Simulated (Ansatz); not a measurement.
Reaction (redistribution): `[NH2][Al]([NH2])[NH2]` + `[F][Ge][Br]` → `[NH2][Al]([NH2])[Br]` + `[NH2][Ge][F]`

Calculated with Ansatz (gas phase, PBE0-D4/def2-TZVP geometries, no zero-point term in ΔE). CCSD(T)/CBS is the MP2 limit (def2-TZVPP, def2-QZVPP) plus CCSD(T) − MP2 in def2-TZVPP, frozen cores. Functionals use def2-TZVPP. B3LYP here is the variant with VWN-RPA as its local correlation; programs differ in this. For Br, Ge outer-core shells are correlated without core-valence functions, which leaves a few kJ/mol of doubt a bond. Scalar relativity is left out up to krypton. One conformer a species, not always the lowest.

`[NH2][Al]([NH2])[NH2]`:

```xyz
10

N     1.031    0.481    1.357
Al    0.000    0.000   -0.001
N     0.497   -1.327   -1.062
N    -1.528    0.846   -0.295
H     0.749    1.087    2.109
H     1.984    0.189    1.489
H     0.076   -1.544   -1.950
H     1.241   -1.975   -0.866
H    -1.798    1.715    0.134
H    -2.253    0.528   -0.915
```

`[F][Ge][Br]`:

Cartesian coordinates in Å:
```
F 0.041 -1.419 0.476
Ge -0.804 0.110 0.391
Br 0.763 1.309 -0.868
```

`[NH2][Al]([NH2])[Br]`:

Z-matrix (Å, degrees):
```
N
Al 1 1.758
H 1 1.006 2 123.5
H 1 1.006 2 125.8 3 180.0
N 2 1.758 1 123.6 3 -180.0
Br 2 2.258 1 118.2 3 -0.0
H 5 1.006 2 125.8 1 -0.0
H 5 1.006 2 123.6 1 179.9
```

`[NH2][Ge][F]`:

```xyz
5

N     0.299   -0.461    0.326
Ge   -1.213    0.030   -0.541
F    -0.616    1.640   -0.964
H     0.432   -1.358    0.764
H     1.098    0.149    0.415
```

Question: Is it downhill or uphill in electronic energy at CCSD(T)/CBS, and by how much? (An estimate is asked.)

Answer: Ansatz gave: Downhill: ΔE = -33.8 kJ/mol.

Question: What do these levels give: r2SCAN-D4, CAM-B3LYP-D4, B2PLYP, PBE, PBE0, B3LYP, BHLYP, RPA@PBE/def2-TZVPP, MP2/def2-SVP, CCSD/def2-SVP, HF/def2-TZVPP, SCS-MP2/def2-QZVPP? (Estimate.)

Answer: The calculation gave: r2SCAN-D4 -31.9, CAM-B3LYP-D4 -30.0, B2PLYP -30.2, PBE -24.8, PBE0 -30.1, B3LYP -23.1, BHLYP -29.1, RPA@PBE/def2-TZVPP -36.0, MP2/def2-SVP -49.4, CCSD/def2-SVP -46.0, HF/def2-TZVPP -36.7, SCS-MP2/def2-QZVPP -36.1 kJ/mol.

Question: What do rigid-rotor, harmonic-oscillator terms from PBE0-D4/def2-TZVP frequencies (298.15 K, 1 bar) make of the CCSD(T)/CBS value? (Best estimate.)

Answer: The calculation gave: ΔZPE = +2.8 kJ/mol, ΔH = -32.7 kJ/mol, ΔS = -2 J/(mol·K), ΔG = -32.0 kJ/mol.

Largest T1 diagnostic among the species: 0.014.

At CCSD(T), def2-SVP lies −12.5 kJ/mol from the extrapolated value and def2-TZVPP −4.1 kJ/mol. Leaving LDA and LC-ωPBE aside and taking each functional with its dispersion term where it has one, the values, not all of them listed here, spread over 19.3 kJ/mol, from PBE-QIDH to BLYP-D4. LDA lies −5.9 kJ/mol from PBE without D4. From PBE to PBE0 (25 % exact exchange), in def2-TZVPP and without D4, ΔE moves by −5.4 kJ/mol.
